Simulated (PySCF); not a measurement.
## S²⁺ (sulfur, charge +2): UHF calculation

Configuration: [Ne] 3s1 3p2 4s1, high-spin 5P determinant (an excited configuration). All numbers are calculated (PySCF 2.14, no relativity, point nucleus, in dyall-av2z (13s9p2d, 50 functions)).

```
Total energy                                                  : -395.418183 hartree
One-electron energy                                           : -530.4531 hartree
Hartree (Coulomb) energy                                      : 159.3271 hartree
Exchange energy                                               : -24.2922 hartree
Kinetic energy                                                : 395.39211 hartree
⟨S²⟩                                                          : 6.0001
⟨L²⟩                                                          : 2.225
Sum of ⟨r⟩                                                    : 12.55 bohr
Sum of ⟨r²⟩                                                   : 28.34 bohr²
Traceless quadrupole moment −½Σ⟨3z² − r²⟩ along its main axis : 2.61 e·bohr²
Density at the nucleus (Gaussians lack the cusp)              : 2610 bohr⁻³
Spin density at the nucleus                                   : 13.3 bohr⁻³
Langevin diamagnetic susceptibility                           : -22.4 ×10⁻⁶ cm³/mol
```

| shell | electrons | mean orbital energy (hartree) | spread (hartree) | rms radius, mean of both spins (bohr) |
| --- | --- | --- | --- | --- |
| 1s α | 1 | -93.32885 | 0 | 0.113 |
| 1s β | 1 | -93.27030 | 0 | 0.113 |
| 2s α | 1 | -10.29011 | 0 | 0.517 |
| 2s β | 1 | -10.20804 | 0 | 0.517 |
| 2p α | 3 | -7.97161 | 0.02639 | 0.490 |
| 2p β | 3 | -7.89848 | 0.03064 | 0.490 |
| 3s α | 1 | -2.05228 | 0 | 1.62 |
| 3p α | 2 | -1.50857 | 0 | 1.81 |
| 4s α | 1 | -0.60633 | 0 | 4.14 |

The outer electron is Rydberg-like, and this basis confines it to a smaller radius and binds it less than a complete one would.

Spin-orbit constants ζ (cm⁻¹) from the X2C one-electron operator on these orbitals (non-relativistic here): bare nucleus, nucleus screened by l(l+1)(2l+1)/3 electrons, and screened by the Breit-Pauli mean field of the electrons.

| shell | bare | screened nucleus | mean field |
| --- | --- | --- | --- |
| 2p | 7434 | 6505 | 6079 |
| 3p | 692.3 | 605.7 | 560.4 |

To first order the Landé constant is A = 140.1 cm⁻¹, so the lowest level has J = 1 and lies 0.0521 eV below the centre of the term. This holds in LS coupling only.
